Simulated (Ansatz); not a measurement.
Consider the formal exchange of groups at the Si–O bond: `O[SiH]([SiH3])[SiH3]` + CH₄ → `C[SiH]([SiH3])[SiH3]` + H₂O.

Gas-phase electronic energies from Ansatz, PBE0-D4/def2-TZVP geometries. CCSD(T)/CBS is the MP2 limit (def2-TZVPP, def2-QZVPP) plus CCSD(T) − MP2 in def2-TZVPP, frozen cores. This one scheme is used for every species. Functionals use def2-TZVPP. Each species was taken in one conformer, which may not be the lowest.

`O[SiH]([SiH3])[SiH3]`:

Z-matrix (Å, degrees):
```
Si
Si 1 2.339
Si 1 2.349 2 110.8
O 1 1.660 2 106.9 3 122.6
H 1 1.496 2 109.0 3 -117.5
H 2 1.489 1 108.2 3 58.5
H 2 1.487 1 110.5 3 -60.3
H 2 1.487 1 111.5 3 178.2
H 3 1.491 1 110.7 2 175.3
H 3 1.489 1 109.6 2 -65.2
H 3 1.488 1 111.2 2 55.0
H 4 0.958 1 117.3 2 -179.7
```

CH₄:

```xyz
5

C     0.000    0.000    0.000
H     0.188   -0.501   -0.949
H    -0.276    1.038   -0.186
H     0.901   -0.032    0.612
H    -0.813   -0.504    0.522
```

`C[SiH]([SiH3])[SiH3]`:

Cartesian coordinates in Å:
```
C -0.848 -0.962 1.485
Si -0.384 -0.417 -0.256
Si 1.902 -0.718 -0.654
Si -0.906 1.838 -0.602
H -1.917 -0.825 1.662
H -0.608 -2.017 1.637
H -0.302 -0.378 2.230
H -1.138 -1.226 -1.259
H 2.251 -0.307 -2.042
H 2.303 -2.140 -0.468
H 2.697 0.113 0.293
H -0.548 2.253 -1.986
H -0.144 2.689 0.354
H -2.358 2.097 -0.393
```

H₂O:

Cartesian coordinates in Å:
```
O 0.317 0.211 0.081
H 0.263 -0.740 -0.037
H -0.580 0.529 -0.044
```

| level | ΔE (kJ/mol) |
| --- | --- |
| LC-ωPBE | 78.9 |
| RPA@PBE/def2-TZVPP | 78.7 |

(1) What does CCSD(T)/CBS give? (An estimate is asked.)

Largest T1 diagnostic among the species: 0.013.

Answers

(1) The calculation gave: +77.2 kJ/mol. The listed levels differ from it by 1.7, 1.5 kJ/mol.

The D4 term adds −5.2 kJ/mol with B3LYP and −3.0 kJ/mol with PBE0; it sums over pairs of atoms, weighted by their polarisabilities, and B3LYP, whose exchange is more repulsive, gets the larger term. At CCSD(T), def2-SVP lies −3.2 kJ/mol from the extrapolated value and def2-TZVPP +1.3 kJ/mol. In def2-TZVPP, CCSD(T) changes the Hartree–Fock value by −20.2 kJ/mol (the triples alone add −2.3 kJ/mol) and MP2 by −20.5 kJ/mol.

CCSD(T)/CBS has its own doubt, a few kJ/mol and more with outer-core shells, so smaller differences from it don't rank the levels.

B3LYP here is the variant with VWN-RPA as its local correlation; programs differ in this.
